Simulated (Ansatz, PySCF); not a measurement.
C2H9FSi3, SMILES F[Si@@H]1C[C@@H]([SiH3])[SiH2]1.

The structure is a stationary point at PBE0-D3(BJ)/def2-SVP. The structure was generated by enumeration; whether it is a known compound was not checked.

Vertical ionisation energy (IE) and electron affinity (EA) in eV. Rows of orbital energies are one-electron estimates. Where ΔSCF, EOM or ADC give a negative EA the extra electron is unbound and the value depends on the basis.

```csv
level,IE,EA
"−ε(HOMO), −ε(LUMO), CAM-B3LYP/def2-TZVP (PySCF)",8.84,-0.55
"−ε(HOMO), −ε(LUMO), PBE/def2-TZVP (PySCF)",6.46,1.43
"ΔSCF, CAM-B3LYP/def2-SVPD (Ansatz), final states of multiplicity 2 and 2",9.55,-1.10
"ΔSCF, PBE/def2-SVPD (Ansatz), final states of multiplicity 2 and 2",9.11,-0.74
```

What vertical singlet–triplet gap does ΔSCF give with CAM-B3LYP/def2-SVPD (Ansatz, an electronic-structure program) and with PBE/def2-SVPD (Ansatz)? (An estimate is asked for; the answer gives what the named calculation found.)

5.26 and 4.74 eV (triplet above singlet where positive).
